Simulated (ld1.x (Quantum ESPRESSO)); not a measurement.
## Ranking TM potentials for zirconium (Zr)

All share these settings but for the change named:

zirconium (Zr), norm-conserving Troullier–Martins (Kleinman–Bylander form), made with ld1.x (Quantum ESPRESSO) 7.5 (PBE, scalar-relativistic). Core [Kr], reference 4d2 5s1.75 5p0 (charge +0.25). Waves: 5s (bound): rc 2.75 bohr; 4d (bound): rc 2.10 bohr; 5p (bound, empty): rc 3.25 bohr. Local part: the p channel. Core correction: a·sin(br)/r model core inside 2.15 bohr.

Cutoff: the first of the cutoffs (Ry, on a coarse ladder) from which the occupation-weighted sum of valence levels, in a spherical-Bessel basis at the reference potential, stays within 10 and 1 mRy of its value at 400 Ry; the density cutoff is not measured.

The base gives 30 Ry.

Of 6 variants that were run, those that failed, showed a ghost or another fault, or gave nearly equal values are left out.

A variant can come out equal or close to the base.

Rank these variants from softest to hardest (loose cutoff).
A. wave 4d (bound): rc 2.10 bohr becomes 4d (bound): rc 2.48 bohr
B. wave 4d (bound): rc 2.10 bohr becomes 4d (bound): rc 1.36 bohr
C. wave 4d (bound): rc 2.10 bohr becomes 4d (bound): rc 1.76 bohr
D. wave 4d (bound): rc 2.10 bohr becomes 4d (bound): rc 3.06 bohr
E. wave 4d (bound): rc 2.10 bohr becomes 4d (bound): rc 2.78 bohr

D (18 Ry), E (21 Ry), A (25 Ry), C (30 Ry), B (40 Ry).
